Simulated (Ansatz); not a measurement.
Consider the cleavage of the Si–Si bond: `C[SiH](O)[SiH3]` + PH₃ → `C[SiH](O)P` + SiH₄.

Program: Ansatz. Geometries: PBE0-D4/def2-TZVP. ΔE: electronic, gas phase. CCSD(T)/CBS is the MP2 limit (def2-TZVPP, def2-QZVPP) plus CCSD(T) − MP2 in def2-TZVPP, frozen cores. This one scheme is used for every species. DFT in def2-TZVPP. Each species was taken in one conformer, which may not be the lowest.

Q: Is it downhill or uphill in electronic energy at CCSD(T)/CBS, and by how much? (An estimate is asked.)

A: Ansatz gave: Downhill: ΔE = -7.4 kcal/mol.

Q: What do these levels give: r2SCAN-D4, ωB97X-V, PBE, MP2/def2-TZVPP, SCS-MP2/def2-TZVPP, CCSD/def2-TZVPP, CCSD(T)/def2-TZVPP, HF/def2-QZVPP, MP2/def2-QZVPP, SCS-MP2/def2-QZVPP, MP2/CBS(def2), CCSD/CBS(def2)? (Estimate.)

A: Ansatz gave: r2SCAN-D4 -7.4, ωB97X-V -6.8, PBE -6.1, MP2/def2-TZVPP -8.6, SCS-MP2/def2-TZVPP -8.0, CCSD/def2-TZVPP -6.7, CCSD(T)/def2-TZVPP -7.0, HF/def2-QZVPP -7.0, MP2/def2-QZVPP -8.8, SCS-MP2/def2-QZVPP -8.2, MP2/CBS(def2) -9.0, CCSD/CBS(def2) -7.1 kcal/mol.

Largest T1 diagnostic among the species: 0.013.
